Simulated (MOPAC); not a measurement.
MOPAC input (AM1):

```
AM1 FORCE THERMO(298,298) PRECISE LET GEO-OK AUX(PRECISION=9) THREADS=1
Ga2O

Ga   -0.00027016 1   -0.00000008 1   -1.89901544 1
O     0.00131842 1    0.00000039 1   -0.00001561 1
Ga   -0.00036135 1   -0.00000011 1    1.89902291 1
```

From the output:

```
    Ga    3   0.193688   2.698785   2.893247

          HEAT OF FORMATION =       0.756795 KCALS/MOLE

          ZERO POINT ENERGY       1.752 KCAL/MOL

           NORMAL COORDINATE ANALYSIS (Total motion = 1 Angstrom)

   Root No.       1         2         3         4

                 1 Piu     1 Piu     1 Sig     1 Siu

                  76.3      76.3     274.0     799.0

           1    0.0001    0.0000    0.5000   -0.0933
           2   -0.0933   -0.0001    0.0004   -0.0000
           3    0.0001   -0.0933   -0.0000   -0.0000
           4   -0.0007   -0.0000   -0.0000    0.8134
           5    0.8134    0.0006    0.0000    0.0007
           6   -0.0006    0.8134    0.0000   -0.0000
           7    0.0001    0.0000   -0.5000   -0.0933
           8   -0.0933   -0.0001   -0.0004   -0.0002
           9    0.0001   -0.0933    0.0000    0.0000

           MASS-WEIGHTED COORDINATE ANALYSIS (NORMAL COORDINATES)

   Root No.       1         2         3         4

                 1 Piu     1 Piu     1 Sig     1 Siu

                  76.3      76.3     274.0     799.0

           1    0.0002    0.0000    0.7071   -0.2268
           2   -0.2268   -0.0002    0.0006   -0.0000
           3    0.0002   -0.2268   -0.0000   -0.0000
           4   -0.0008   -0.0000   -0.0000    0.9471
           5    0.9471    0.0007    0.0000    0.0008
           6   -0.0007    0.9471    0.0000   -0.0000
           7    0.0002    0.0000   -0.7071   -0.2268
           8   -0.2268   -0.0002   -0.0006   -0.0004
           9    0.0002   -0.2268    0.0000    0.0000

          DESCRIPTION OF VIBRATIONS

 VIBRATION          2    1Piu        ATOM PAIR     ENERGY CONTRIBUTION    RADIAL
 FREQUENCY            76.31         Ga1 -- O 2         +50.0% ( 94.9%)      0.0%
 TRANSITION DIPOLE   1.6124         O 2 -- Ga3         +50.0% ( 94.9%)      0.0%
 TRAVEL (Ang.)       0.2583
 REDUCED MASS       13.2451
 EFFECTIVE MASS     19.7817
 FORCE CONSTANT      0.0454

 VIBRATION          3    1Sig        ATOM PAIR     ENERGY CONTRIBUTION    RADIAL
 FREQUENCY           274.02         Ga1 -- O 2         +50.0% ( 68.5%)    100.0%
 TRANSITION DIPOLE   0.0000         O 2 -- Ga3         +50.0% ( 68.5%)    100.0%
 TRAVEL (Ang.)       0.0840
 REDUCED MASS       34.8675
 EFFECTIVE MASS     69.7350
 FORCE CONSTANT      1.5425

 VIBRATION          4    1Siu        ATOM PAIR     ENERGY CONTRIBUTION    RADIAL
 FREQUENCY           798.96         O 2 -- Ga3         +50.0% ( 95.0%)    100.0%
 TRANSITION DIPOLE   3.3936         Ga1 -- O 2         +50.0% ( 95.0%)    100.0%
 TRAVEL (Ang.)       0.0798
 REDUCED MASS       13.2451
 EFFECTIVE MASS     19.7818
 FORCE CONSTANT      4.9814

      SYMMETRY NUMBER FOR POINT-GROUP D*h =  2

          SYSTEM IS A GROUND STATE

 Ga2O

          MOLECULE IS LINEAR

          THERE ARE  4 GENUINE VIBRATIONS IN THIS SYSTEM
          THIS THERMODYNAMICS CALCULATION IS LIMITED TO
          MOLECULES WHICH HAVE NO INTERNAL ROTATIONS

                    CALCULATED THERMODYNAMIC PROPERTIES
                                          *
   TEMP. (K)   PARTITION FUNCTION   H.O.F.    ENTHALPY  HEAT CAPACITY ENTROPY
                                   KCAL/MOL   CAL/MOLE    CAL/K/MOL  CAL/K/MOL

 298.00  VIB.     0.1466D+02                  1313.2603     6.3026     9.7429
         ROT.     0.3090D+04                   592.1869     1.9872    17.9561
         INT.     0.4530D+05                  1905.4472     8.2898    27.6990
         TRA.     0.1874D+28                  1480.4672     4.9680    41.0311
         TOT.                        0.757    3385.9144    13.2578    68.7301

   *: NOTE: HEATS OF FORMATION ARE RELATIVE TO THE
            ELEMENTS IN THEIR STANDARD STATE AT 298K
              (=  Standard Enthalpy of Formation).

            Hvib:  Zero-point energy is not included.
                   frequencies of less than zero cm-1 are not included.
            Hrot = (3/2)RT
            Htra = (3/2)RT + pV = (5/2)RT

            Heat capacity is Cp, not Cv

          For more information, see: HTTP://OpenMOPAC.net/Manual/thermochemistry.html

           FORCE CONSTANT IN CARTESIAN COORDINATES (Millidynes/A)

    ATOM   CHEMICAL       X               Y               Z
   NUMBER   SYMBOL  FORCE CONSTANT  FORCE CONSTANT  FORCE CONSTANT

      1      Ga        2.892041        0.013129        0.013127
      2       O        5.398076        0.049250        0.049246
      3      Ga        2.892041        0.013129        0.013127

 **********************
 *                    *
 * JOB ENDED NORMALLY *
 *                    *
 **********************

 == MOPAC DONE ==
```
